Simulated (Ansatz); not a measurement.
Computed with Ansatz on PBE0-D4/def2-TZVP structures; ΔE is electronic, products minus reactants. CBS: MP2 limit from def2 TZ/QZ plus the TZ coupled-cluster correction, frozen cores. This one scheme is used for every species. Functionals use def2-TZVPP. Elements past krypton have def2 core potentials. For Sn outer-core shells are correlated without core-valence functions, which leaves a few kJ/mol of doubt a bond. Each species was taken in one conformer, which may not be the lowest.

`C[SiH](Cl)[SnH3]` + `N=C=O` → `C[SiH](Cl)N=C=O` + `[SnH4]`  (cleavage of the Si–Sn bond)

`C[SiH](Cl)[SnH3]`:

Z-matrix (Å, degrees):
```
C
Si 1 1.864
H 1 1.094 2 110.0
H 1 1.092 2 110.4 3 119.7
H 1 1.092 2 110.9 3 -120.0
Cl 2 2.072 1 108.8 3 -178.0
Sn 2 2.566 1 113.0 3 62.4
H 2 1.487 1 110.2 3 -61.7
H 7 1.708 2 110.2 1 58.4
H 7 1.711 2 110.7 1 -61.0
H 7 1.706 2 110.9 1 178.7
```

`N=C=O`:

Cartesian coordinates in Å:
```
N -0.731 0.225 -0.044
C 0.333 -0.278 0.231
O 1.286 -0.830 0.599
H -0.888 0.883 -0.786
```

`C[SiH](Cl)N=C=O`:

```xyz
10

C    -0.411   -0.414   -1.512
Si    0.563    0.376   -0.158
Cl    0.210    2.400   -0.136
N     0.095   -0.286    1.344
C    -0.184   -0.254    2.507
O    -0.465   -0.274    3.635
H    -1.478   -0.236   -1.371
H    -0.237   -1.493   -1.520
H    -0.116   -0.007   -2.482
H     2.022    0.188   -0.307
```

`[SnH4]`:

Cartesian coordinates in Å:
```
Sn 0.000 0.000 0.000
H -1.342 -1.006 0.302
H 1.340 -0.957 -0.438
H 0.372 0.888 1.406
H -0.370 1.075 -1.269
```

| level | ΔE (eV) |
| --- | --- |
| LDA (SPW92) | -0.72 |
| RPA@PBE/def2-TZVPP | -0.83 |

Problem. What does CCSD(T)/CBS give? (Best estimate.)

Solution. The calculation gave: -0.77 eV. The listed levels differ from it by 0.05, -0.06 eV.

Largest T1 diagnostic among the species: 0.018.

From PBE to PBE0 (25 % exact exchange), in def2-TZVPP and without D4, ΔE moves by −0.09 eV. In def2-TZVPP, CCSD(T) changes the Hartree–Fock value by +0.24 eV (the triples alone add +0.03 eV) and MP2 by +0.22 eV.
